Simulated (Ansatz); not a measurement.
A search over several starts for the lowest SCF solution of Ta₅⁺ at the given spin, in a small basis.

```yaml
crystal:
  periodic: [false, false, false]
  atoms:
    - {symbol: Ta, position_ang: [-0.171134, -3.026902, 1.205757]}
    - {symbol: Ta, position_ang: [-1.172343, -3.299793, -1.117463]}
    - {symbol: Ta, position_ang: [1.342241, -2.963462, -1.304808]}
    - {symbol: Ta, position_ang: [-0.058384, -0.980912, -0.385049]}
    - {symbol: Ta, position_ang: [2.098020, -1.921131, 0.889163]}
basis:
  gaussian: {orbitals: def2-SVP, initial_orbitals: start.molden}
total_charge: 1
hamiltonian: {xc: pbe0, dispersion: d4}
output: {orbitals: {seedname: orbitals}}
```

The file start.molden holds the orbitals of an earlier run on this structure, at another level or in another basis.

```sh
$ ansatz run in.yaml --threads 4 --pin off --events-out ev --progress --plain --max-ram 4787MiB
```

Output, abridged:

```
Functional definition: PBE0
1650 factors; their error is unknown
mean field evaluation 1: about -7650.3080 eV, gradient 2.1e3 eV
mean field evaluation 2: about -7697.8346 eV, gradient 6.2e1 eV
mean field evaluation 4: about -7731.6662 eV, gradient 2.0e1 eV
mean field evaluation 8: about -7743.0666 eV, gradient 6.6e-1 eV
mean field evaluation 16: about -7369.4745 eV, gradient 3.4e2 eV
mean field evaluation 32: about -7743.6475 eV, gradient 5.2e-3 eV
mean field -7743.64749679 eV, -284.5737966743 hartree, gradient 1.9e-5 eV, S^2 0.000000; 3 other end points of the search recorded, 0 dependent functions left out
reference -7743.64752880 eV, -284.5737978507 hartree; 32, 32 occupied and 128, 128 virtual orbitals, 1650 factors
Total energy: -7743.80619191 eV, -284.5796286122 hartree
```

Run time 4.1 s (4 threads of AMD EPYC 9R45 on a shared host).

In the def2 sets Ta takes a core potential; there is no spin–orbit coupling. At PBE0-D4/def2-TZVP a triplet of charge 1 lies 0.15 eV below the restricted singlet, each at its own geometry. The structure comes from a short search, and lower isomers may exist.
